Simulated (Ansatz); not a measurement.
Reaction (redistribution): `C[SiH](F)BS` + `CO[SiH2][SiH3]` → `CO[SiH](C)F` + `[SiH3][SiH2]BS`

Program: Ansatz. Geometries: PBE0-D4/def2-TZVP. ΔE: electronic, gas phase. CCSD(T)/CBS adds triple-zeta CCSD(T) − MP2 to the extrapolated MP2 energy (def2 sets, frozen cores). Functionals use def2-TZVPP. Each species was taken in one conformer, which may not be the lowest.

(1) Is it downhill or uphill in electronic energy at CCSD(T)/CBS, and by how much? (Estimate.)

(2) What do these levels give: r2SCAN-D4, PBE0-D4, B2PLYP, SCS-MP2/def2-TZVPP, CCSD/def2-TZVPP, HF/def2-QZVPP? (Estimate.)

Largest T1 diagnostic among the species: 0.016.

## Answers

(1) Ansatz gave: Downhill: ΔE = -0.55 eV.

(2) Ansatz gave: r2SCAN-D4 -0.59, PBE0-D4 -0.56, B2PLYP -0.54, SCS-MP2/def2-TZVPP -0.53, CCSD/def2-TZVPP -0.55, HF/def2-QZVPP -0.50 eV.

In def2-TZVPP, CCSD(T) changes the Hartree–Fock value by −0.06 eV (the triples alone add −0.01 eV) and MP2 by −0.06 eV.
